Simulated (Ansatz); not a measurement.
Dimethylphenylsulfonium iodide, `C[S+](C)c1ccccc1.[I-]`. The state is a singlet with charge 0. Geometry PBE0-D4/def2-SVP.

Cartesian coordinates in Å:
```
C -1.3420 -1.7906 -0.8689
S -0.1953 -1.4673 0.4829
C -1.2701 -0.9212 1.8218
C 0.4548 0.1459 -0.0575
C 1.8449 0.2147 -0.1380
C 2.4530 1.4029 -0.5426
C 1.6720 2.5104 -0.8622
C 0.2805 2.4357 -0.7777
C -0.3340 1.2530 -0.3768
H -0.7217 -2.0031 -1.7502
H -1.8912 -2.6952 -0.5636
H -1.9886 -0.9201 -1.0411
H -1.7985 -1.8309 2.1467
H -0.6064 -0.5590 2.6180
H -1.9429 -0.1261 1.4760
H 2.4486 -0.6614 0.1142
H 3.5418 1.4593 -0.6076
H 2.1481 3.4416 -1.1778
H -0.3318 3.3052 -1.0280
H -1.4241 1.2092 -0.3154
I -0.9970 -4.4031 1.4478
```

In the def2 sets I takes a core potential, while STO-3G treats all electrons; there is no spin–orbit coupling. The restricted singlet is unstable towards broken spin symmetry in Hartree–Fock (as tested in another run); at HF/STO-3G this wasn't settled.

Estimate the orbital energies around the gap (eV) in Ansatz with HF/STO-3G, PBE-D4/def2-TZVP, r2SCAN-D4/def2-TZVP, PBE0-D4/def2-SVP, CAM-B3LYP-D4/def2-TZVP.


```tsv
orbital	HF/STO-3G	PBE-D4/def2-TZVP	r2SCAN-D4/def2-TZVP	PBE0-D4/def2-SVP	CAM-B3LYP-D4/def2-TZVP
HOMO−13	-16.51	-11.78	-12.27	-13.54	-14.98
HOMO−12	-16.30	-11.33	-11.79	-13.09	-14.58
HOMO−11	-15.14	-11.16	-11.60	-12.84	-14.38
HOMO−10	-15.13	-10.48	-10.89	-12.13	-13.59
HOMO−9	-14.05	-10.43	-10.84	-12.02	-13.48
HOMO−8	-13.80	-10.07	-10.44	-11.59	-13.03
HOMO−7	-13.15	-9.54	-9.91	-11.17	-12.59
HOMO−6	-12.79	-9.27	-9.61	-10.85	-12.20
HOMO−5	-11.93	-8.60	-8.92	-10.09	-11.45
HOMO−4	-9.60	-7.56	-7.78	-8.67	-9.86
HOMO−3	-9.43	-7.51	-7.73	-8.60	-9.80
HOMO−2	-2.60	-4.43	-4.61	-5.13	-6.44
HOMO−1	-2.52	-4.24	-4.45	-4.94	-6.34
HOMO	-2.45	-4.21	-4.42	-4.89	-6.28
LUMO	5.00	-2.76	-2.64	-1.86	-0.89
LUMO+1	5.51	-2.36	-2.21	-1.44	-0.43
LUMO+2	7.97	-1.31	-1.09	-0.14	0.69
LUMO+3	9.16	-0.94	-0.69	0.39	1.05
LUMO+4	9.64	-0.38	0.23	0.82	1.19
LUMO+5	11.90	-0.03	0.41	1.20	1.78
```
